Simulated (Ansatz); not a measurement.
`C[Se][GeH3]` + H₂ → `[GeH3][SeH]` + CH₄ at 500 K and 1 bar (hydrogenolysis of the Se–C bond).

Computed with Ansatz on PBE0-D4/def2-TZVP structures; ΔE is electronic, products minus reactants. CCSD(T)/CBS is the MP2 limit (def2-TZVPP, def2-QZVPP) plus CCSD(T) − MP2 in def2-TZVPP, frozen cores. This one scheme is used for every species. For Ge, Se outer-core shells are correlated without core-valence functions, which leaves a few kJ/mol of doubt a bond. Scalar relativity is left out up to krypton.

```csv
species,CCSD(T)/CBS energy (Eh),H − E (kJ/mol),S (J/(mol·K))
`C[Se][GeH3]`,-4518.49012,201.0,395.1
H₂,-1.17544,41.0,145.5
`[GeH3][SeH]`,-4479.23116,112.4,340.9
CH₄,-40.46206,135.6,206.8
```

H − E and S are ideal-gas, rigid-rotor, harmonic terms from PBE0-D4/def2-TZVP. The MP2-based limit puts H₂ 0.8 mEh under its directly extrapolated value; such offsets cancel only in part. 1 Eh = 2625.50 kJ/mol, R = 8.31446 J/(mol·K).

By hand: ΔE, ΔH, ΔS and ΔG.

ΔE = (-4479.23116) + (-40.46206) − (-4518.49012) − (-1.17544) = -0.02766 Eh = -72.6 kJ/mol. Δ(H − E) = 112.4 + 135.6 − 201.0 − 41.0 = 6.0, so ΔH = -66.6 kJ/mol. ΔS = 340.9 + 206.8 − 395.1 − 145.5 = 7.1 J/(mol·K). ΔG = -66.6 − 500 × (7.1)/1000 = -70.1 kJ/mol.

By hand: the equilibrium constant, and the temperature at which ΔG would vanish if ΔH and ΔS stayed fixed.

log₁₀ K = −ΔG/(RT ln 10) = 7.3. ΔH and −TΔS have one sign here, so there is no such temperature.

The number of gas molecules stays the same, so ΔS is small and ΔH decides. A doubt of 5 kJ/mol in ΔE shifts log₁₀ K by 0.5 here. These are equilibria of isolated gas molecules and say nothing of rates. Largest T1 diagnostic: 0.010 (customary marks: 0.02 for closed shells, 0.045 for open ones).
